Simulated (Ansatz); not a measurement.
Basis-set series for H6N3NbO, SMILES `[NH2][Nb]([NH2])([NH2])=[O]`. Total charge 0; spin multiplicity 1. Nb: def2 effective core potential. The structure was optimised at the PBE0-D4/def2-TZVP level. It is one conformer, not always the lowest.

```csv
atom,x (Å),y (Å),z (Å)
N1,0.996,-1.600,0.143
Nb2,-0.006,0.007,-0.457
N3,-1.878,-0.065,0.202
N4,0.889,1.657,0.194
O5,-0.027,0.033,-2.153
H6,1.486,-2.221,-0.484
H7,1.021,-1.976,1.080
H8,-2.187,0.089,1.151
H9,-2.680,-0.172,-0.402
H10,1.207,1.835,1.136
H11,1.178,2.412,-0.410
```

```csv
functional,basis,functions,energy (Eh),HOMO (eV),LUMO (eV)
PBE0-D4,def2-SVP,117,-299.77275,-6.63,-0.11
PBE0-D4,def2-QZVPP,489,-300.10185,-6.88,-0.40
ωB97M-V,def2-SVP,117,-299.85937,-8.88,1.10
ωB97M-V,def2-QZVPP,489,-300.19742,-9.15,0.35
```

(1) Give the rows for def2-TZVPP. (Best estimate.)

## Answers

(1) Ansatz gave: 
```tsv
functional	basis	functions	energy (Eh)	HOMO (eV)	LUMO (eV)
PBE0-D4	def2-TZVPP	264	-300.08390	-6.83	-0.33
ωB97M-V	def2-TZVPP	264	-300.18025	-9.09	0.85
```

Positive LUMOs are unbound and depend on the basis.
